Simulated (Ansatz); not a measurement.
Compare A (`CC[N](C)[Ge]([Cl])([Cl])[Cl]`) with its isomer B (`CC(C)[NH][Ge]([Cl])([Cl])[Cl]`).

Calculated with Ansatz (gas phase, PBE0-D4/def2-TZVP geometries, no zero-point term in ΔE). CCSD(T)/CBS adds triple-zeta CCSD(T) − MP2 to the extrapolated MP2 energy (def2 sets, frozen cores). DFT in def2-TZVPP. For Ge outer-core shells are correlated without core-valence functions, which leaves a few kJ/mol of doubt a bond. Scalar relativity is left out up to krypton. Each species was taken in one conformer, which may not be the lowest.

(1) Which is lower in electronic energy at CCSD(T)/CBS, and by how much? (An estimate is asked.)

(2) Give E(B) − E(A) in kJ/mol with CCSD(T)/def2-TZVPP, LDA (SPW92), CCSD(T)/def2-SVP, HF/def2-TZVPP, MP2/def2-TZVPP, r2SCAN-D4, PBE-D4. (Best estimate.)

(3) Does the order hold for the free energy at 298.15 K (harmonic terms from PBE0-D4)? (Best estimate.)

Largest T1 diagnostic: 0.010.

Results:

(1) The calculation gave: B, by 40.8 kJ/mol.

(2) The calculation gave: CCSD(T)/def2-TZVPP -39.3, LDA (SPW92) -36.7, CCSD(T)/def2-SVP -36.5, HF/def2-TZVPP -44.0, MP2/def2-TZVPP -39.6, r2SCAN-D4 -40.5, PBE-D4 -36.8. None reverses the order clearly.

(3) The calculation gave: Yes: G(B) − G(A) = -40.5 kJ/mol, for one conformer each. Modes under 60 cm⁻¹, often nearly free rotors, make the harmonic entropy too high.

At CCSD(T), def2-SVP lies +4.3 kJ/mol from the extrapolated value and def2-TZVPP +1.5 kJ/mol. In def2-TZVPP, CCSD(T) changes the Hartree–Fock value by +4.6 kJ/mol (the triples alone add +1.1 kJ/mol) and MP2 by +4.4 kJ/mol.
